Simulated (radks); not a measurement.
The numbers below are computed, except where a source is named.
Valence configurations of the gallium ion Ga3+ (all share [Ar]). Code: a radial shooting solver on a logarithmic mesh with Libxc functionals. Model: scalar-relativistic Kohn-Sham, PBEsol, spin-unpolarised, spherical densities, point nucleus. Energies are relative to 3d10; eigenvalues in eV.

valence,E (eV),e(3d),e(4p),e(4s)
3d10,0.000,-52.458,-,-
3d9 4s1,18.911,-61.155,-,-39.348
3d9 4p1,28.879,-62.604,-30.204,-
3d8 4s2,43.876,-70.575,-,-42.308
3d8 4p2,65.082,-73.333,-33.177,-
3d7.5 4s1.5 4p1,69.753,-76.904,-33.593,-44.501
3d7.5 4s0.5 4p2,80.696,-78.240,-34.251,-45.229

NIST lists [Ar] 3d10 as the ground configuration; this level of theory agrees among the configurations tried. The energies are those of spherical spin-averaged densities, not of single terms.
